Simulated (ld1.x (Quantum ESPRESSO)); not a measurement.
# Which change was made? (Kr, TM semilocal)

krypton (Kr), norm-conserving Troullier–Martins (semilocal form), made with ld1.x (Quantum ESPRESSO) 7.5 (PW91, scalar-relativistic). Core [Ar] 3d10, reference 4s2 4p6. Waves: 4s (bound): rc 1.40 bohr; 4p (bound): rc 1.65 bohr. Local part: the p channel. Core correction: Bessel-smoothed model core inside 1.10 bohr.

Cutoffs, loose and tight: the cutoffs (Ry, on a coarse ladder) from which the occupation-weighted sum of valence levels, in a spherical-Bessel basis at the reference potential, stays within 10 and 1 mRy of its value at 400 Ry. They do not see the model core or the augmentation charge, which bear on the density cutoff. Test errors are all-electron minus pseudo excitation energies from the reference, over the configurations 4s2 4p5; 4s2 4p4; 4s2 4p3; 4s2 4p2; 4s2 4p5.5; 4s1 4p6; variants that change the core or the reference have their own tests.

The base gives: outcome: generated; cutoff, loose: 50 Ry; cutoff, tight: 80 Ry; bound ghosts: none; largest test error (meV): -4.3.

Problem. After one change the result is: outcome: generated; cutoff, loose: 50 Ry; cutoff, tight: 90 Ry; bound ghosts: none; largest test error (meV): +17. Which change was it?
A. wave 4p (bound): rc 1.65 bohr becomes 4p (bound): rc 1.28 bohr
B. core [Ar], valence charge 18; reference 3d10 4s2 4p6; waves now 4s (bound): rc 1.15 bohr; 3d (bound): rc 0.80 bohr; 4p (bound): rc 1.50 bohr; core correction Bessel-smoothed model core inside 0.75 bohr
C. reference 4s2 4p4

Solution. C. The others give: core [Ar], valence charge 18; reference 3d10 4s2 4p6; waves now 4s (bound): rc 1.15 bohr; 3d (bound): rc 0.80 bohr; 4p (bound): rc 1.50 bohr; core correction Bessel-smoothed model core inside 0.75 bohr → outcome: generated; bound ghosts: not determined; largest test error (meV): -835 | wave 4p (bound): rc 1.65 bohr becomes 4p (bound): rc 1.28 bohr → outcome: generated; cutoff, loose: 70 Ry; cutoff, tight: 140 Ry; bound ghosts: none; largest test error (meV): +9.4.
